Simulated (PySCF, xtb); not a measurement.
BH4NO2, SMILES NB(O)O.

GFN2-xTB (xtb) at its own geometry gives an orbital gap of 7.71 eV and a dipole moment of 1.38 D.

The structure is a stationary point at B3LYP-D3(BJ)/def2-SVP. One conformer was computed; it need not be the lowest.

What does PBE/def2-TZVPD (PySCF) give? (An estimate is asked for; the answer gives what the named calculation found.)

gap 4.99 eV (levels -6.02 and -1.03 eV), dipole 1.04 D.
